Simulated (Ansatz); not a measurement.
These are frozen-core CCSD(T)/cc-pVDZ // B3LYP-D3(BJ)/def2-SVP (Ansatz, a quantum-chemistry and plane-wave program) values and carry that method's errors. The restricted HF reference is unstable towards unrestricted orbitals.

Ansatz 0.2 input:
```yaml
crystal:
  periodic: [false, false, false]
  atoms:
    - { symbol: B, position_ang: [-4.625146, 0.121634, 0.295716] }
    - { symbol: C, position_ang: [-3.123459, -0.108674, 0.183822] }
    - { symbol: C, position_ang: [-2.108408, 0.77084, 0.520432] }
    - { symbol: C, position_ang: [-0.792077, 0.263809, 0.300111] }
    - { symbol: C, position_ang: [0.455685, 0.882315, 0.528708] }
    - { symbol: C, position_ang: [1.64571, 0.214681, 0.244313] }
    - { symbol: C, position_ang: [2.925798, 0.894703, 0.493402] }
    - { symbol: C, position_ang: [4.158831, 0.422566, 0.259718] }
    - { symbol: C, position_ang: [1.576059, -1.108225, -0.280668] }
    - { symbol: C, position_ang: [0.369489, -1.743159, -0.515918] }
    - { symbol: C, position_ang: [-0.824956, -1.05943, -0.226973] }
    - { symbol: S, position_ang: [-2.454311, -1.624875, -0.429883] }
    - { symbol: H, position_ang: [-5.018715, 1.180108, 0.72138] }
    - { symbol: H, position_ang: [-5.415121, -0.727654, -0.033954] }
    - { symbol: H, position_ang: [-2.314076, 1.765627, 0.919958] }
    - { symbol: H, position_ang: [0.485105, 1.897503, 0.9328] }
    - { symbol: H, position_ang: [2.829861, 1.90113, 0.916463] }
    - { symbol: H, position_ang: [4.340809, -0.569318, -0.162335] }
    - { symbol: H, position_ang: [5.040803, 1.025787, 0.486231] }
    - { symbol: H, position_ang: [2.501469, -1.641513, -0.504485] }
    - { symbol: H, position_ang: [0.346661, -2.757846, -0.918266] }
basis:
  gaussian: { orbitals: cc-pVDZ }
correlation:
  method: ccsd_t
```

Output:

```
Functional definition: HF
2033 factors; integrals over basis functions are off by at most 1.0e-3 eV
mean field evaluation 1: about -21930.1551 eV, gradient 3.9e1 eV
mean field evaluation 2: about -21930.7029 eV, gradient 3.9e1 eV
mean field evaluation 4: about -21936.1222 eV, gradient 6.6e0 eV
mean field evaluation 8: about -21936.2723 eV, gradient 4.6e-1 eV
mean field evaluation 16: about -21930.1533 eV, gradient 3.9e1 eV
mean field evaluation 32: about -21926.4594 eV, gradient 1.0e0 eV
mean field -21936.27474470 eV, -806.1432279266 hartree, gradient 2.3e-6 eV, S^2 0.000000; 0 other end points of the search recorded, 0 dependent functions left out; unrestricted orbitals would lower it
16 core orbitals not correlated
reference -21936.27474470 eV, -806.1432279266 hartree; 29, 29 occupied and 172, 172 virtual orbitals, 2033 factors
second order -41.26271417 eV of doubles, -0.00000000 eV of singles
cycle   1  -41.52513891 eV  change   -2.6e-1 eV  update   1.8e-1
cycle   2  -42.80760167 eV  change    -1.3e0 eV  update   5.7e-2
cycle   3  -43.11710693 eV  change   -3.1e-1 eV  update   2.8e-2
cycle   4  -43.12019973 eV  change   -3.1e-3 eV  update   8.6e-3
cycle   5  -43.12065409 eV  change   -4.5e-4 eV  update   5.4e-3
cycle   6  -43.12285244 eV  change   -2.2e-3 eV  update   2.1e-3
cycle   7  -43.12200336 eV  change    8.5e-4 eV  update   1.3e-3
cycle   8  -43.12162047 eV  change    3.8e-4 eV  update   6.0e-4
cycle   9  -43.12174594 eV  change   -1.3e-4 eV  update   2.7e-4
cycle  10  -43.12179582 eV  change   -5.0e-5 eV  update   1.0e-4
cycle  11  -43.12165215 eV  change    1.4e-4 eV  update   4.5e-5
cycle  12  -43.12169357 eV  change   -4.1e-5 eV  update   2.4e-5
perturbative correction -2.03437396 eV, -0.0747618642 hartree
Total energy: -21981.43081223 eV, -807.8026828005 hartree
```

Cost: roughly 19 core-minutes.
